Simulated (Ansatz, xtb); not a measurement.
## C5H3FO2: which of two isomers lies lower

Structure I: `O=Cc1ccoc1F`, a singlet. Structure II: `O=Cc1coc(F)c1`, a singlet. Both are isolated molecules in the gas phase, relaxed with r2SCAN-D4/def2-SVP; the shapes shown needn't be the lowest conformers.

I (Å):

```tsv
atom	x (Å)	y (Å)	z (Å)
C	-2.9458	1.4034	-0.6477
C	-1.4968	1.2289	-0.6532
C	-0.5044	2.0108	0.0454
C	0.7044	1.4743	-0.2643
C	-0.7623	0.2801	-1.3269
F	-1.1263	-0.6920	-2.1174
O	-3.5155	2.2725	-0.0212
O	0.5425	0.3968	-1.1187
H	-3.5113	0.6646	-1.2754
H	-0.7123	2.8624	0.6906
H	1.7337	1.6971	0.0018
```

II (Å):

```xyz
11

C    -1.5522    0.5823   -0.8119
C    -0.9524    1.7393   -0.1445
C    -0.9736    3.0410   -0.5890
C     0.1167    3.0368    1.2859
C    -0.2278    1.7364    1.1018
F     0.7780    3.6539    2.2290
O    -1.5052   -0.5480   -0.3767
O    -0.3160    3.8397    0.2905
H    -2.0724    0.8187   -1.7792
H    -1.3927    3.5328   -1.4637
H    -0.0122    0.8834    1.7397
```

Quicker runs give these differences E(II) − E(I): GFN2-xTB +0.46 kcal/mol; HF/STO-3G +0.79 kcal/mol (at GFN2-xTB geometries); r2SCAN-D4/def2-SVP//GFN2-xTB +0.83 kcal/mol.

Question: Estimate E(II) − E(I) at the level CCSD(T)/def2-SVP + ΔMP2/def2-TZVPP.

Answer: CCSD(T)/def2-SVP + ΔMP2/def2-TZVPP gives E(II) − E(I) = +0.32 kcal/mol, slightly favouring structure I, which is too small a margin to settle the true order.

The same difference at several levels:

```tsv
level	geometry	E(II) − E(I) (kcal/mol)	departure from the last row (kcal/mol)	job, with rough time for the two
GFN2-xTB	GFN2-xTB	+0.46	+0.14	optimisation, 0.11 s
HF/STO-3G	GFN2-xTB	+0.79	+0.47	single point, 0.5 s
r2SCAN-D4/def2-SVP//GFN2-xTB	GFN2-xTB	+0.83	+0.51	single point, 6.6 s
r2SCAN-D4/def2-SVP	r2SCAN-D4/def2-SVP	+0.86	+0.54	optimisation, 53 s
HF/def2-SVP	r2SCAN-D4/def2-SVP	+1.30	+0.99	part of the CCSD(T) run
MP2/def2-SVP	r2SCAN-D4/def2-SVP	+0.49	+0.17	part of the CCSD(T) run
CCSD(T)/def2-SVP	r2SCAN-D4/def2-SVP	+0.67	+0.35	single point
CCSD(T)/def2-SVP + ΔMP2/def2-TZVPP	r2SCAN-D4/def2-SVP	+0.32		single point, 2.1 min
```

As drawn, both hold the same kinds of bond in the same numbers.

The largest departure from CCSD(T)/def2-SVP + ΔMP2/def2-TZVPP is that of HF/def2-SVP, 0.99 kcal/mol. The last row adds to CCSD(T) the change of the MP2 difference between the two basis sets, here −0.35 kcal/mol.

With thermal terms from frequencies at re-optimised GFN2-xTB minima (ideal gas, soft modes damped towards free rotors, one conformer each, 298.15 K, 1 atm): on the last row, ΔE + ΔZPE = +0.23, ΔH = +0.22, ΔG = +0.23 kcal/mol.

The correlated steps freeze 8 core orbitals. Run with Ansatz 0.2.0, xtb 6.7.1; the last row on 2 threads of Arm Neoverse V2 on a shared host.
